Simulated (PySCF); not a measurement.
SMILES [Cl][Mo]([Cl])([Cl])([Cl])[Cl], doublet, PBE0/def2-SVP optimised geometry.

```
6

Mo    -0.56     0.03     0.00
Cl    -1.68     1.94     0.00
Cl    -0.51    -0.07     2.30
Cl    -0.51    -0.08    -2.30
Cl     1.68     0.03     0.00
Cl    -1.64    -1.94     0.00
```

Density from unrestricted PBE0/def2-TZVP, def2 effective core potentials past Kr run with PySCF at that geometry. The core electrons that the potentials of Mo replace are not part of the density.

Minimum of the electron density along straight lines between bonded atoms, close to the bond critical point (lines longer than 1.1 times the sum of covalent radii, or with two minima, are not listed):

| bond | length / Å | ρ at the minimum / e bohr⁻³ | ∇²ρ there / e bohr⁻⁵ | position (fraction from the first atom) |
|---|---|---|---|---|
| Mo1–Cl3 | 2.303 | 0.100 | 0.22 | 0.49 |
| Mo1–Cl4 | 2.303 | 0.100 | 0.22 | 0.49 |
| Mo1–Cl5 | 2.243 | 0.117 | 0.19 | 0.49 |
| Mo1–Cl6 | 2.245 | 0.117 | 0.19 | 0.49 |
